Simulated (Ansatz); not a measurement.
`O[SiH2][SiH2]CCl` + CH₃NH₂ → `CN[SiH2]CCl` + `O[SiH3]`  (cleavage of the Si–Si bond)

Gas-phase electronic energies from Ansatz, PBE0-D4/def2-TZVP geometries. CBS: MP2 limit from def2 TZ/QZ plus the TZ coupled-cluster correction, frozen cores. Functionals use def2-TZVPP. B3LYP here is the variant with VWN-RPA as its local correlation; programs differ in this. Each species was taken in one conformer, which may not be the lowest.

Problem. Is it downhill or uphill in electronic energy at CCSD(T)/CBS, and by how much? (Estimate.)

Solution. Computed: Downhill: ΔE = -62.6 kJ/mol.

Problem. What do these levels give: r2SCAN-D4, PBE0-D4, B3LYP-D4, B2PLYP, r2SCAN, HF/def2-TZVPP, SCS-MP2/def2-TZVPP, CCSD(T)/def2-TZVPP, MP2/def2-QZVPP, SCS-MP2/def2-QZVPP, HF/CBS(def2), MP2/CBS(def2)? (Best estimate.)

Solution. Computed: r2SCAN-D4 -57.3, PBE0-D4 -49.4, B3LYP-D4 -61.5, B2PLYP -65.9, r2SCAN -57.1, HF/def2-TZVPP -78.2, SCS-MP2/def2-TZVPP -72.6, CCSD(T)/def2-TZVPP -63.1, MP2/def2-QZVPP -71.6, SCS-MP2/def2-QZVPP -72.7, HF/CBS(def2) -79.5, MP2/CBS(def2) -71.0 kJ/mol.

Largest T1 diagnostic among the species: 0.011.

From PBE to PBE0 (25 % exact exchange), in def2-TZVPP and without D4, ΔE moves by −6.6 kJ/mol. In def2-TZVPP, CCSD(T) changes the Hartree–Fock value by +15.1 kJ/mol (the triples alone add +2.1 kJ/mol) and MP2 by +6.7 kJ/mol.
